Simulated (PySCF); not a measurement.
# In₂Se, singlet: molecular constants

Level of theory: PBE0 in PySCF with Se def2-TZVP, In def2-TZVP with ECP28; scalar-relativistic core potentials, no spin–orbit coupling; density-fitted integrals.

The structure is a minimum.

```json
{
 "Point group": "C2v",
 "Bond lengths": "Se–In 2.580 Å (×2)",
 "Bond angles": "In–Se–In 117.3°",
 "Atomisation energy without zero-point energy": "607 kJ/mol",
 "Heat capacity Cp at 298.15 K": "56.9 J/(mol K)",
 "Principal quadrupole moments (Buckingham, traceless) about the centre of mass": "-4.17, -0.01, 4.18 D Å",
 "Principal polarisabilities": "88.2, 103.2, 206.8 bohr³",
 "Zero-point energy": "2.7 kJ/mol",
 "Dipole moment": "2.17 D",
 "Rotational symmetry number": "2",
 "Enthalpy at 298.15 K above 0 K": "15.11 kJ/mol",
 "Entropy at 298.15 K and 1 bar": "342.8 J/(mol K)",
 "Highest occupied level": "-5.90 eV",
 "Rotational constants": "0.1579, 0.0151, 0.01378 cm⁻¹",
 "Lowest empty level": "-1.76 eV"
}
```

Harmonic modes (masses in u: Se 79.917, In 114.904):
```csv
symmetry,ω (cm⁻¹),IR (km/mol),μ (u)
a1,32,0.2,101.09
a1,184,9.5,96.71
b2,228,115,88.63
```

In C2v the vibrations span 2a1 + b2. Here b1 is antisymmetric to the molecular plane and b2 lies in it.

Charges (e):
```
 atom  Mulliken  Löwdin  polar tensor  Mayer order to Se1
  Se1     -0.62   -0.01         -1.18                   –
In2,3      0.31    0.01          0.59                1.05
```

Mulliken populations on Se1: s 7.91, p 16.66, d 10.04, f 0.00.

This need not be the most stable arrangement of these atoms.

The final relaxation and frequency run took about 2.2 core-minutes on a shared host.
